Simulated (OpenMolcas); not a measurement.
# Ni6+, Pd6+, Pt6+: d⁴ down the group

| Item | Value |
| --- | --- |
| Program | OpenMolcas 26.06 |
| Method | MS-CASPT2, IPEA 0.25 Eh, imaginary shift 0.1 Eh |
| Basis | ANO-RCC-VQZP |
| Scalar Hamiltonian | DKH2, point nucleus |
| Spin-orbit coupling | state interaction with AMFI integrals over the reference wave functions, term energies averaged over their components |

Active space for each ion: 4 electrons in 10 orbitals (d d); closed shells correlated by CASPT2: Ni6+ 3s 3p; Pd6+ 4s 4p; Pt6+ 5s 5p.

Computed levels in cm-1 above ⁵D₀:

| Level | Ni6+ | Pd6+ | Pt6+ |
| --- | --- | --- | --- |
| ⁵D₁ | 285 | 892 | 7440 |
| ⁵D₂ | 826 | 2270 | 13210 |
| ⁵D₃ | 1583 | 3880 | 17250 |
| ⁵D₄ | 2520 | 5640 | 19190 |
| ³H₄ | 32180 | 21920 | 28550 |
| ³P₁(1) | 32340 | 24090 | 35380 |
| ³H₅ | 32850 | 24030 | 35430 |
| ³H₆ | 33560 | 25600 | 38510 |
| ³F₂(1) | 34850 | 25790 | 33750 |
| weight of ⁵D in the lowest level (%) | 99 | 95 | 56 |

Mixed levels, with the weight of the term that names them: Pd6+ ³H₄ (74 %), Pt6+ ⁵D₀ (56 %), Pt6+ ⁵D₄ (53 %), Pt6+ ³H₄ (53 %), Pt6+ ³P₁(1) (71 %), Pt6+ ³H₅ (75 %), Pt6+ ³H₆ (69 %), Pt6+ ³F₂(1) (59 %).

Measured, with the error of the calculation in %. Measured levels: Ni6+ from Corliss and Sugar, J. Phys. Chem. Ref. Data 10, 197 (1981).

```csv
Level,Ni6+
⁵D₁,279 (+2.2)
⁵D₂,804 (+2.8)
⁵D₃,1520 (+4.1)
⁵D₄,2392 (+5.3)
³H₄,31672 (+1.6)
³P₁(1),31836 (+1.6)
³H₅,32286 (+1.8)
³H₆,32877 (+2.1)
³F₂(1),34247 (+1.8)
```

The fine-structure level ⁵D₄ changes by a factor of 7.62 from Ni6+ to Pt6+.

Without spin-orbit coupling ³H lies 31500, 20890, 18720 cm-1 above ⁵D in that order; the difference to the level ³H₄, of either sign, comes from spin-orbit coupling, which also lowers the zero.

CASPT2 does not keep the components of a term degenerate, so their means are used; among the terms shown or strongly mixed into the levels shown the widest spread is 760 cm-1 (5d⁴ ¹I, Pt6+). Active for correlation alone: 4d; no level in the range computed is led by a configuration that fills it, so any true level of that kind is missing (holds for Ni6+). Active for correlation alone: 5d; no level in the range computed is led by a configuration that fills it, so any true level of that kind is missing (holds for Pd6+). Active for correlation alone: 6d; no level in the range computed is led by a configuration that fills it, so any true level of that kind is missing (holds for Pt6+). The CASPT2 spread within a term exceeds the gap to the next term for 5d⁴ ³D and 5d⁴ ¹I, so the order of their levels is uncertain (holds for Pt6+). Computed and measured levels are paired by configuration, term and J; levels that our copy of the source lacks, or whose pairing is in doubt (as where it misses far off the trend of its configuration), stay unpaired and out of the deviations. Levels of configurations outside the active space are missing.

A number in round brackets counts repeated terms of one configuration in the order of the reference energies.
